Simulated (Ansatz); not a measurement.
Born–Oppenheimer molecular dynamics of C₃H₈SSi (13 atoms, charge 0, multiplicity 1). It starts from a relaxed structure.

All numbers below come from Ansatz, RKS PBE0-D4/STO-3G.

```json
{"ensemble": "NVE (velocity Verlet)", "time step": "0.5 fs", "steps asked": "266", "starting velocities drawn for": "400 K", "seed": "871548"}
```

Frames 1 fs apart, positions in Å, forces in eV/Å.

Velocities at 120.0 fs (Å/ps):

```
C 4.23 0.21 2.08
Si 1.77 -1.72 -1.11
C -5.21 4.02 3.23
C 0.83 -0.92 1.49
S -0.59 0.38 0.11
H -15.72 -9.07 -2.11
H -16.00 -3.91 -5.88
H -15.29 13.32 -18.43
H 7.41 5.58 0.88
H -4.46 -11.70 -14.50
H -16.00 -7.36 -1.12
H 21.21 5.20 -0.25
H 10.09 4.18 -12.28
```

```xyz
13
Properties=species:S:1:pos:R:3:forces:R:3 time_fs=120.0 energy_less_start_eV=0.359 T=150
C -1.448 -0.578 -0.680 0.61 -1.70 0.79
Si -0.083 0.037 0.523 -1.65 0.00 -0.33
C 1.571 -0.791 0.315 -0.21 -1.77 -1.69
C 0.019 1.816 0.057 -0.76 1.91 0.93
S -0.536 3.121 0.868 0.30 -0.79 -0.03
H -2.414 -0.067 -0.578 0.37 0.34 0.10
H -1.687 -1.683 -0.526 0.64 1.55 -0.49
H -1.040 -0.399 -1.682 -0.48 -0.36 -0.15
H -0.641 -0.023 1.857 0.39 -0.21 0.09
H 2.015 -0.604 -0.709 -0.51 0.06 1.34
H 1.441 -1.911 0.370 0.30 1.25 0.19
H 2.267 -0.472 1.081 0.39 0.07 0.24
H 0.334 2.043 -0.954 0.61 -0.34 -0.98
13
Properties=species:S:1:pos:R:3:forces:R:3 time_fs=121.0 energy_less_start_eV=0.371 T=141
C -1.443 -0.578 -0.677 0.03 -1.38 0.18
Si -0.082 0.035 0.521 -1.72 0.19 -0.26
C 1.566 -0.787 0.317 0.48 -1.87 -1.53
C 0.020 1.816 0.058 -0.51 2.08 0.14
S -0.536 3.121 0.868 0.30 -0.81 -0.04
H -2.427 -0.075 -0.579 0.81 0.23 0.16
H -1.700 -1.680 -0.534 0.78 1.44 -0.47
H -1.057 -0.387 -1.701 -0.52 -0.48 0.37
H -0.632 -0.018 1.859 0.35 -0.23 0.10
H 2.008 -0.615 -0.717 -0.59 0.09 1.51
H 1.427 -1.912 0.370 0.37 1.40 0.26
H 2.289 -0.466 1.081 -0.14 -0.16 -0.22
H 0.347 2.046 -0.970 0.35 -0.50 -0.20
13
Properties=species:S:1:pos:R:3:forces:R:3 time_fs=122.0 energy_less_start_eV=0.343 T=160
C -1.439 -0.580 -0.675 -0.31 -0.67 -0.37
Si -0.081 0.033 0.520 -1.73 0.37 -0.20
C 1.561 -0.786 0.319 0.97 -1.57 -0.98
C 0.020 1.818 0.060 -0.23 2.10 -0.64
S -0.537 3.121 0.868 0.29 -0.77 -0.05
H -2.433 -0.080 -0.580 1.05 0.19 0.24
H -1.705 -1.663 -0.547 0.75 0.82 -0.34
H -1.080 -0.380 -1.716 -0.45 -0.54 0.73
H -0.620 -0.016 1.861 0.29 -0.25 0.11
H 1.995 -0.625 -0.710 -0.47 0.18 1.20
H 1.416 -1.900 0.372 0.37 1.06 0.32
H 2.311 -0.463 1.080 -0.63 -0.33 -0.59
H 0.363 2.043 -0.988 0.08 -0.60 0.57
13
Properties=species:S:1:pos:R:3:forces:R:3 time_fs=123.0 energy_less_start_eV=0.304 T=188
C -1.434 -0.582 -0.673 -0.36 0.28 -0.73
Si -0.081 0.032 0.519 -1.68 0.54 -0.15
C 1.557 -0.785 0.319 1.12 -0.95 -0.21
C 0.020 1.821 0.062 -0.01 1.93 -1.15
S -0.537 3.121 0.869 0.27 -0.67 -0.05
H -2.429 -0.084 -0.577 1.03 0.23 0.34
H -1.703 -1.638 -0.563 0.57 -0.21 -0.15
H -1.107 -0.379 -1.724 -0.26 -0.50 0.84
H -0.604 -0.016 1.864 0.22 -0.27 0.11
H 1.978 -0.634 -0.693 -0.17 0.30 0.45
H 1.409 -1.878 0.377 0.30 0.30 0.38
H 2.326 -0.462 1.072 -0.92 -0.39 -0.74
H 0.380 2.035 -1.001 -0.13 -0.59 1.07
13
Properties=species:S:1:pos:R:3:forces:R:3 time_fs=124.0 energy_less_start_eV=0.293 T=196
C -1.431 -0.584 -0.671 -0.16 1.15 -0.81
Si -0.081 0.030 0.518 -1.58 0.71 -0.11
C 1.554 -0.785 0.320 0.90 -0.21 0.55
C 0.020 1.826 0.062 0.13 1.55 -1.31
S -0.537 3.120 0.869 0.23 -0.53 -0.04
H -2.415 -0.085 -0.572 0.74 0.33 0.44
H -1.696 -1.616 -0.580 0.30 -1.31 0.06
H -1.136 -0.382 -1.725 0.01 -0.37 0.64
H -0.587 -0.018 1.869 0.15 -0.28 0.10
H 1.960 -0.640 -0.671 0.23 0.42 -0.56
H 1.404 -1.853 0.386 0.19 -0.68 0.42
H 2.333 -0.465 1.058 -0.92 -0.32 -0.60
H 0.395 2.022 -1.004 -0.22 -0.46 1.21
13
Properties=species:S:1:pos:R:3:forces:R:3 time_fs=125.0 energy_less_start_eV=0.299 T=192
C -1.427 -0.585 -0.670 0.11 1.43 -0.59
Si -0.082 0.029 0.516 -1.43 0.86 -0.04
C 1.551 -0.786 0.320 0.42 0.29 0.93
C 0.020 1.832 0.061 0.15 1.02 -1.12
S -0.538 3.120 0.869 0.19 -0.35 -0.01
H -2.394 -0.083 -0.562 0.25 0.47 0.55
H -1.686 -1.605 -0.597 0.09 -1.93 0.23
H -1.165 -0.388 -1.719 0.33 -0.17 0.19
H -0.568 -0.024 1.874 0.07 -0.28 0.08
H 1.943 -0.642 -0.654 0.55 0.47 -1.43
H 1.401 -1.835 0.399 0.08 -1.47 0.42
H 2.331 -0.471 1.039 -0.62 -0.11 -0.20
H 0.409 2.003 -0.995 -0.19 -0.24 0.99
13
Properties=species:S:1:pos:R:3:forces:R:3 time_fs=126.0 energy_less_start_eV=0.276 T=208
C -1.423 -0.585 -0.670 0.25 0.81 -0.18
Si -0.083 0.029 0.515 -1.26 1.00 0.04
C 1.549 -0.786 0.322 -0.13 0.22 0.57
C 0.020 1.838 0.060 0.06 0.40 -0.60
S -0.538 3.119 0.869 0.13 -0.14 0.01
H -2.371 -0.077 -0.547 -0.27 0.56 0.62
H -1.675 -1.613 -0.612 0.05 -1.64 0.34
H -1.191 -0.396 -1.712 0.62 0.07 -0.38
H -0.548 -0.032 1.880 -0.01 -0.27 0.03
H 1.932 -0.640 -0.651 0.62 0.39 -1.65
H 1.399 -1.830 0.416 0.05 -1.62 0.34
H 2.323 -0.478 1.017 -0.06 0.19 0.39
H 0.421 1.983 -0.977 -0.04 0.03 0.45
13
Properties=species:S:1:pos:R:3:forces:R:3 time_fs=127.0 energy_less_start_eV=0.236 T=235
C -1.419 -0.584 -0.669 0.16 -0.34 0.17
Si -0.085 0.028 0.513 -1.07 1.11 0.16
C 1.547 -0.786 0.324 -0.52 -0.41 -0.43
C 0.020 1.845 0.058 -0.11 -0.22 0.10
S -0.538 3.118 0.869 0.07 0.07 0.04
H -2.351 -0.065 -0.526 -0.62 0.51 0.63
H -1.663 -1.636 -0.623 0.12 -0.64 0.41
H -1.211 -0.404 -1.708 0.80 0.27 -0.78
H -0.528 -0.042 1.887 -0.09 -0.24 -0.03
H 1.926 -0.634 -0.663 0.40 0.16 -1.09
H 1.398 -1.841 0.437 0.12 -1.05 0.16
H 2.315 -0.483 1.000 0.52 0.50 0.94
H 0.432 1.963 -0.955 0.21 0.30 -0.27
13
Properties=species:S:1:pos:R:3:forces:R:3 time_fs=128.0 energy_less_start_eV=0.234 T=236
C -1.414 -0.583 -0.669 -0.13 -1.34 0.23
Si -0.087 0.028 0.512 -0.86 1.17 0.28
C 1.544 -0.786 0.326 -0.51 -1.18 -1.44
C 0.020 1.853 0.056 -0.27 -0.78 0.71
S -0.538 3.118 0.869 0.01 0.28 0.08
H -2.336 -0.049 -0.500 -0.63 0.27 0.52
H -1.651 -1.665 -0.630 0.20 0.48 0.45
H -1.223 -0.409 -1.711 0.82 0.38 -0.79
H -0.510 -0.055 1.893 -0.16 -0.21 -0.09
H 1.924 -0.626 -0.685 0.06 -0.12 -0.13
H 1.398 -1.861 0.459 0.23 -0.13 -0.07
H 2.312 -0.483 0.991 0.80 0.66 1.16
H 0.446 1.946 -0.935 0.45 0.53 -0.91
13
Properties=species:S:1:pos:R:3:forces:R:3 time_fs=129.0 energy_less_start_eV=0.268 T=213
C -1.410 -0.584 -0.668 -0.52 -1.77 -0.01
Si -0.089 0.028 0.511 -0.64 1.19 0.39
C 1.541 -0.787 0.326 -0.02 -1.65 -1.87
C 0.020 1.859 0.055 -0.27 -1.21 0.91
S -0.538 3.117 0.869 -0.06 0.49 0.13
H -2.327 -0.030 -0.468 -0.34 -0.13 0.29
H -1.636 -1.690 -0.633 0.20 1.28 0.47
H -1.228 -0.410 -1.722 0.70 0.39 -0.37
H -0.493 -0.069 1.898 -0.23 -0.17 -0.15
H 1.923 -0.620 -0.709 -0.21 -0.37 0.74
H 1.400 -1.882 0.480 0.31 0.70 -0.29
H 2.316 -0.477 0.993 0.56 0.59 0.90
H 0.464 1.934 -0.924 0.53 0.66 -1.13
13
Properties=species:S:1:pos:R:3:forces:R:3 time_fs=130.0 energy_less_start_eV=0.302 T=189
C -1.407 -0.586 -0.667 -0.84 -1.58 -0.34
Si -0.092 0.029 0.510 -0.42 1.14 0.46
C 1.538 -0.790 0.325 0.72 -1.65 -1.66
C 0.020 1.864 0.054 -0.04 -1.52 0.59
S -0.538 3.117 0.869 -0.13 0.68 0.19
H -2.321 -0.012 -0.433 0.04 -0.57 -0.02
H -1.619 -1.702 -0.632 0.12 1.58 0.46
H -1.226 -0.408 -1.736 0.50 0.34 0.24
H -0.478 -0.086 1.902 -0.29 -0.12 -0.19
H 1.920 -0.617 -0.725 -0.34 -0.53 1.25
H 1.404 -1.897 0.498 0.33 1.18 -0.46
H 2.325 -0.466 1.003 -0.05 0.34 0.31
H 0.487 1.928 -0.924 0.38 0.70 -0.83
13
Properties=species:S:1:pos:R:3:forces:R:3 time_fs=131.0 energy_less_start_eV=0.315 T=180
C -1.404 -0.589 -0.667 -0.96 -0.93 -0.58
Si -0.095 0.030 0.509 -0.19 1.04 0.48
C 1.536 -0.794 0.323 1.35 -1.26 -1.03
C 0.019 1.868 0.054 0.36 -1.69 -0.04
S -0.538 3.116 0.869 -0.20 0.83 0.24
H -2.314 0.000 -0.399 0.34 -0.92 -0.33
H -1.602 -1.700 -0.626 -0.02 1.35 0.42
H -1.219 -0.402 -1.748 0.29 0.27 0.79
H -0.466 -0.103 1.904 -0.34 -0.06 -0.21
H 1.913 -0.619 -0.730 -0.30 -0.58 1.31
H 1.412 -1.901 0.512 0.30 1.23 -0.53
H 2.333 -0.452 1.016 -0.67 0.05 -0.33
H 0.513 1.929 -0.931 0.05 0.68 -0.20
```

Of the whole run (133 fs, mean temperature of the second half 199 K): The conserved energy stayed within 0.33 meV per atom of its start (net change 0.15 meV per atom), so the integration is sound. The temperature averaged 0.50 of the 400 K drawn at the start: a run that starts near a minimum puts about half its kinetic energy into the potential. A run of 0.13 ps of so small a system gives no equilibrium averages. Limits of this set-up: minimal basis.

Run time: 9.3 min on 1 thread of Arm Neoverse V1 (shared host), peak memory 0.1 GiB.
